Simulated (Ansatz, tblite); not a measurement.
Forces on Zr₄O₁₅H₁₄, a hydroxylated oxide cluster at its PBE-D4/def2-SVP geometry. Charge 0, multiplicity 1.

In the def2 sets Zr takes a core potential; there is no spin–orbit coupling. The xTB rows come from tblite. Single mean-field runs in def2-TZVP are fitted with def2-universal-jkfit.

GFN2-xTB (tblite), largest force 1.60 eV/Å:

```xyz
33
positions Å, forces eV/Å
Zr    0.232   -0.596   -0.684    0.403    0.668   -0.378
Zr   -0.620    2.142    1.159    0.067   -1.061   -1.047
Zr   -1.784   -1.722    2.113    0.510    1.095   -0.516
Zr    3.044   -0.628   -2.852   -1.284    0.032    0.949
O    -1.108    2.191    3.092    0.053    0.340   -0.342
O     0.764    3.501    0.887   -0.140   -0.235    0.178
O    -1.465   -0.487    3.562   -0.227   -0.076   -0.203
O    -2.159    2.951    0.273    0.197   -0.034    0.332
O    -1.549    0.088    0.644   -0.540    0.104    0.050
O     0.146    1.388   -1.361    0.066    0.090    0.763
O     0.843    0.543    1.146    0.163    0.120   -0.008
O     1.900    0.795   -3.548    0.120   -0.165    0.159
O    -1.776   -3.466    2.965   -0.088    0.237   -0.377
O    -3.599   -1.593    1.326    0.297   -0.254    0.377
O    -0.184   -2.184    0.769   -0.152   -0.234    0.112
O    -0.901   -1.308   -2.091    0.109   -0.016    0.419
O     2.059   -1.098   -1.202   -0.052    0.333   -0.502
O     4.801    0.076   -2.394   -0.432   -0.159   -0.120
O     3.128   -2.136   -4.079    0.140    0.393    0.295
H    -1.561    2.826    3.671    0.104   -0.144   -0.281
H     1.027    4.367    0.544   -0.273   -0.118    0.065
H    -1.360    0.501    3.587   -0.027   -0.586   -0.274
H    -2.580    3.129   -0.581    0.358   -0.123    0.241
H    -2.437    0.146    0.235    0.093    0.003    0.038
H     0.898    1.989   -1.189   -0.199   -0.303   -0.092
H     1.776    0.691    1.380    0.007   -0.008    0.024
H     1.086    1.168   -3.139    0.487   -0.430   -0.094
H    -1.742   -4.257    3.518   -0.032    0.271    0.012
H    -4.407   -2.113    1.456    0.214    0.027    0.084
H     0.289   -3.033    0.797    0.027    0.003   -0.042
H    -1.537   -1.581   -2.765    0.246    0.115    0.146
H     5.700    0.428   -2.392   -0.197   -0.103   -0.112
H     3.076   -2.719   -4.846   -0.018    0.217    0.142
```

r2SCAN-D4/def2-TZVP (Ansatz), largest force 0.67 eV/Å:

```
Zr 0.030 0.158 -0.047
Zr 0.038 -0.215 -0.361
Zr 0.017 0.066 0.023
Zr -0.098 0.016 0.091
O -0.215 0.389 0.188
O 0.099 0.380 -0.145
O 0.031 0.468 -0.075
O -0.164 0.054 -0.399
O -0.376 0.060 -0.149
O 0.280 0.283 0.484
O 0.383 0.107 0.128
O -0.392 0.148 0.257
O 0.018 -0.356 0.251
O -0.364 -0.293 0.128
O 0.200 -0.373 0.024
O -0.246 -0.120 -0.270
O -0.097 0.101 -0.160
O 0.437 0.163 -0.005
O -0.009 -0.278 -0.369
H 0.280 -0.367 -0.384
H -0.192 -0.525 0.205
H -0.059 -0.634 -0.015
H 0.298 -0.139 0.513
H 0.508 -0.003 0.202
H -0.407 -0.338 -0.094
H -0.556 -0.059 -0.165
H 0.526 -0.281 -0.308
H -0.015 0.483 -0.322
H 0.480 0.289 -0.077
H -0.280 0.484 -0.001
H 0.373 0.183 0.408
H -0.546 -0.213 -0.014
H 0.016 0.364 0.457
```

PBE0-D4/def2-TZVP (Ansatz), largest force 0.84 eV/Å:

```
Zr 0.100 0.023 -0.257
Zr -0.054 0.249 -0.081
Zr -0.069 -0.019 0.190
Zr -0.132 0.037 0.108
O -0.254 0.478 0.122
O 0.011 0.378 -0.182
O 0.004 0.450 -0.268
O -0.077 -0.015 -0.455
O -0.493 0.005 -0.238
O 0.494 0.218 0.420
O 0.482 0.154 0.098
O -0.393 0.051 0.387
O 0.028 -0.297 0.232
O -0.325 -0.405 0.228
O 0.209 -0.438 0.045
O -0.225 -0.090 -0.203
O -0.207 0.212 -0.289
O 0.391 0.138 -0.060
O -0.018 -0.204 -0.357
H 0.359 -0.475 -0.479
H -0.242 -0.671 0.268
H -0.073 -0.780 -0.017
H 0.370 -0.163 0.662
H 0.670 -0.018 0.276
H -0.551 -0.459 -0.146
H -0.728 -0.098 -0.213
H 0.667 -0.344 -0.370
H -0.021 0.624 -0.416
H 0.625 0.386 -0.101
H -0.367 0.646 -0.009
H 0.495 0.234 0.533
H -0.700 -0.273 -0.015
H 0.024 0.466 0.588
```
